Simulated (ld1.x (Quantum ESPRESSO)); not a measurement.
Which change was made? (Cu, PAW)

```
Element                 : Cu (Z = 29)
Generator               : ld1.x (Quantum ESPRESSO) 7.5
Type                    : PAW
Functional              : LDA (PZ)
Relativity              : scalar-relativistic
Frozen core             : [Ar]
Valence charge          : 11
Reference configuration : 3d10 4s1 4p0
Partial waves           : 4s (bound): rcut 1.95, rcutus 2.25 bohr; 4s channel at 0.05 Ry: rcut 1.95, rcutus 2.25 bohr; 4p (bound, empty): rcut 3.20, rcutus 4.10 bohr; 4p channel at 2.3 Ry: rcut 3.20, rcutus 4.10 bohr; 3d (bound): rcut 1.25, rcutus 1.40 bohr; 3d channel at 2.9 Ry: rcut 1.25, rcutus 1.40 bohr
Local potential         : all-electron potential smoothed inside 1.80 bohr (lloc = -1)
Core correction         : a·sin(br)/r model core, default radius (core density twice the valence density)
Augmentation charge     : PSQ, inside the norm-conserving radii
```

Cutoffs, loose and tight: the cutoffs (Ry, on a coarse ladder) from which the occupation-weighted sum of valence levels, in a spherical-Bessel basis at the reference potential, stays within 10 and 1 mRy of its value at 400 Ry. They do not see the model core or the augmentation charge, which bear on the density cutoff. Test errors are all-electron minus pseudo excitation energies from the reference, over the configurations 3d10 4s0 4p0; 3d9 4s0 4p0; 3d8 4s0 4p0; 3d7 4s0 4p0; 3d10 4s0 4p1; 3d9 4s2 4p0; 3d9 4s1 4p1 (two spin-polarised tests are not counted in the largest error); variants that change the core or the reference have their own tests. The largest error is taken over the tests solved by every variant that gives reliable tests at all, those not shown here included: 3d10 4s0 4p0; 3d10 4s0 4p1; 3d8 4s0 4p0; 3d9 4s0 4p0; 3d9 4s1 4p1; 3d9 4s2 4p0.

The base gives: outcome: generated; cutoff, loose: 55 Ry; cutoff, tight: 100 Ry; bound ghosts: none; largest test error (meV): -462.

(1) After one change the result is: outcome: generated; cutoff, loose: 100 Ry; cutoff, tight: 140 Ry; bound ghosts: s; largest test error (meV): -438. Which change was it?
A. all radii but the core radius scaled by about 0.95 (s 2.14, p 3.90, d 1.34 bohr, rcut 1.86/3.06/1.20); local potential all-electron potential smoothed inside 1.72 bohr (lloc = -1)
B. type RRKJ; waves now 4s (bound): rc 2.25 bohr; 4p (bound): rc 4.10 bohr; 3d (bound): rc 1.40 bohr; local potential all-electron potential smoothed inside 1.30 bohr (lloc = -1); rho0 0.005
C. waves 3d (bound): rcut 1.25, rcutus 2.14 bohr; 3d channel at 2.9 Ry: rcut 1.25, rcutus 2.14 bohr

## Answers

(1) B. The others give: waves 3d (bound): rcut 1.25, rcutus 2.14 bohr; 3d channel at 2.9 Ry: rcut 1.25, rcutus 2.14 bohr → outcome: generated; cutoff, loose: 21 Ry; cutoff, tight: 35 Ry; bound ghosts: none; largest test error (meV): -468 | all radii but the core radius scaled by about 0.95 (s 2.14, p 3.90, d 1.34 bohr, rcut 1.86/3.06/1.20); local potential all-electron potential smoothed inside 1.72 bohr (lloc = -1) → outcome: generated; cutoff, loose: 70 Ry; cutoff, tight: 110 Ry; bound ghosts: none; largest test error (meV): -461.
